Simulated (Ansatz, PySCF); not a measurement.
Gas-phase reaction (SMILES): C[SiH](C)F [fluoro(dimethyl)silane] → C[Si](C)F + H atom; the H-Si bond at the site shown breaks (other sites are not compared here).

Structures are relaxed separately at B3LYP-D3(BJ)/def2-TZVP in Ansatz (an electronic-structure program). Valence correlation only, unless marked. Open shells are spin-unrestricted. Spin-orbit coupling is left out. No relativistic terms. CBS marks a two-point X^-3 extrapolation of the correlation energy; Hartree-Fock from the larger set. The bracket is a focal-point correction in the basis named. Thermal terms are rigid-rotor harmonic-oscillator values from B3LYP-D3(BJ) frequencies (PySCF) at 298.15 K and 1 atm. 1 Eh = 627.5095 kcal/mol. Atoms have translation alone. Electronic entropy comes from spin alone.

| species | E, RI-MP2/CBS(cc-pV(T+d)Z,cc-pV(Q+d)Z)+[CCSD(T)-MP2]/cc-pV(T+d)Z (Ansatz) (Eh) | E, r2SCAN-D4/def2-TZVPD (Ansatz + dftd4) (Eh) | H - E (Eh) | G - E (Eh) |
|---|---|---|---|---|
| C[SiH](C)F | -469.27785 | -469.81893 | 0.09219 | 0.05542 |
| C[Si](C)F | -468.61656 | -469.16753 | 0.08276 | 0.04533 |
| H atom | -0.49995 | -0.49993 | 0.00236 | -0.01065 |

Problem. Work out ΔE and ΔH, ΔG, ΔS and the equilibrium constant at 298.15 K at the first level, then ΔH at the second.

Solution. 
1. ΔE = [(-468.61656) + (-0.49995)] - [(-469.27785)] = 0.16134 Eh = 101.2 kcal/mol at RI-MP2/CBS(cc-pV(T+d)Z,cc-pV(Q+d)Z)+[CCSD(T)-MP2]/cc-pV(T+d)Z.
2. The terms H - E add up to -0.00707 Eh, so ΔH = (0.16134 + (-0.00707))×627.5095 = 96.8 kcal/mol.
3. The terms G - E add up to -0.02074 Eh, so ΔG = 88.2 kcal/mol, and ΔS = (-0.00707 - (-0.02074))×627509.5/298.15 = 28.8 cal/(mol K).
4. log10 K = -ΔG/(RT ln 10) = -64.7, with RT ln 10 = 1.3642 kcal/mol.
5. With ΔH and ΔS taken as constant, ΔG changes sign near ΔH/ΔS = 3360 K, a rough figure that leaves out heat capacities.
6. At r2SCAN-D4/def2-TZVPD the same steps give ΔE = 95.0 and ΔH = 90.6 kcal/mol, a shift of -6.2 from the first level.
7. These values are not checked against measurement here, since the tables used lack a sound gas-phase enthalpy of formation for at least one species.
